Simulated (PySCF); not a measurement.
Compound: C5H5F2O (doublet state).
Geometry (GFN2-xTB, Å), atoms numbered from 1 in this order:
```
atom  x, y, z in Å
F1    -2.412    1.339   -0.243
C2    -1.664    0.313    0.216
F3    -2.419   -0.799    0.076
C4    -0.354    0.175   -0.597
C5     0.398   -1.068   -0.249
C6     1.602   -0.671    0.291
C7     1.646    0.706    0.274
O8     0.514    1.243   -0.260
H9    -1.472    0.475    1.286
H10   -0.632    0.254   -1.661
H11    0.010   -2.053   -0.395
H12    2.380   -1.312    0.654
H13    2.398    1.399    0.589
```

The hyperfine couplings belong to this conformer and change with its torsions.

Identity: `[C@@H]1(OC=C[CH]1)C(F)F` [radical].

The calculation used UKS B3LYP, pcH-1 on C F H O, non-relativistic, mean-field spin-orbit, GIAO in PySCF 2.14.0. The structure is a single GFN2-xTB conformer in the gas phase; no vibrational or solvent corrections. Couplings are sensitive to structure, and on GFN2-xTB geometries they can be far from those on DFT ones. Stability of the SCF solution: not tested.

Match the computed a_iso(13C) values +82.5, +51.8, +48.1, -40.2, -29.7 MHz with the sites C2; C4; C5; C6; C7.

| site | a_iso (MHz) | ρ(0) (bohr⁻³) | position | distance from C5 (Å) | spin population | largest \|T\| (MHz) |
| --- | --- | --- | --- | --- | --- | --- |
| C2 | +82.5 | +0.0734 | 2 bonds from C5 | 2.53 | +0.04 | 10.0 |
| C4 | -29.7 | -0.0264 | 1 bond from C5 | 1.49 | -0.06 | 1.5 |
| C5 | +51.8 | +0.0460 | largest spin population | 0.00 | +0.60 | 94.7 |
| C6 | -40.2 | -0.0358 | 1 bond from C5 | 1.38 | -0.21 | 23.0 |
| C7 | +48.1 | +0.0428 | a main spin site | 2.23 | +0.53 | 92.1 |

ρ(0) is the spin density at the nucleus and T the dipolar tensor. Largest spin populations (Mulliken): C5 (+0.60), C7 (+0.53), C6 (-0.21) and O8 (+0.09). The positive populations add up to 1.32 and the negative ones to -0.32, together 2S = 1. The angles at C5 add up to 360.0°, so it is planar. Main spin sites, with 60 % or more of the largest population: C5, C7; positions count bonds from the nearest.

The spin density at the nucleus, in bohr⁻³, is negative for C6 (-0.0358), C4 (-0.0264) and H11 (-0.0091), for instance. A restricted open-shell determinant has no negative spin density anywhere; here it arises because α and β orbitals differ (spin polarisation).

C5, the radical centre as drawn in `FC(F)[C@@H]1[CH]C=CO1`, holds a spin population of +0.60 out of 1.

On one thread, Arm Neoverse V1 (aarch64), on a shared host, this took 52 s wall (grids of density and orbitals included) and 0.95 GiB of memory at its peak.
